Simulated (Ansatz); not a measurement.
C2H7ClSSi can be A, `C[Si](C)(S)Cl`, or B, `C[SiH](S)CCl`.

Program: Ansatz. Geometries: PBE0-D4/def2-TZVP. ΔE: electronic, gas phase. CCSD(T)/CBS is the MP2 limit (def2-TZVPP, def2-QZVPP) plus CCSD(T) − MP2 in def2-TZVPP, frozen cores. DFT in def2-TZVPP. B3LYP here is the variant with VWN-RPA as its local correlation; programs differ in this. Each species was taken in one conformer, which may not be the lowest.

A:

```xyz
12

C     1.0561    0.6358   -1.2360
Si   -0.0148    0.3755    0.2571
C    -1.1498   -1.0883    0.1195
S     1.3161    0.1826    1.9156
Cl   -1.2178    2.0436    0.4992
H     1.6898    1.5157   -1.1102
H     0.4347    0.7861   -2.1218
H     1.6965   -0.2337   -1.4040
H    -1.7584   -1.1953    1.0197
H    -1.8230   -0.9666   -0.7327
H    -0.5698   -2.0041   -0.0157
H     0.3404   -0.0512    2.8093
```

B:

Z-matrix (Å, degrees):
```
C
Si 1 1.864
H 1 1.092 2 111.1
H 1 1.092 2 110.6 3 -120.1
H 1 1.093 2 110.6 3 120.4
S 2 2.135 1 107.1 3 59.3
C 2 1.886 1 110.5 3 -60.3
H 2 1.486 1 111.3 3 -179.1
H 6 1.345 2 93.6 1 -174.4
Cl 7 1.786 2 110.0 1 179.7
H 7 1.090 2 111.8 1 60.3
H 7 1.092 2 111.4 1 -61.6
```

(1) Which isomer does CCSD(T)/CBS put lower? Give the gap. (Best estimate.)

(2) Give E(B) − E(A) in kcal/mol with HF/def2-TZVPP, B3LYP, PBE-D4, ωB97M-V, PBE0-D4, B2PLYP, B3LYP-D4. (Best estimate.)

Largest T1 diagnostic: 0.010.

## Answers

(1) Computed: A, by 44.1 kcal/mol.

(2) Computed: HF/def2-TZVPP 44.6, B3LYP 43.3, PBE-D4 43.0, ωB97M-V 44.6, PBE0-D4 44.1, B2PLYP 44.1, B3LYP-D4 43.7. None reverses the order clearly.

From PBE to PBE0 (25 % exact exchange), in def2-TZVPP and without D4, E(B) − E(A) moves by +1.2 kcal/mol.
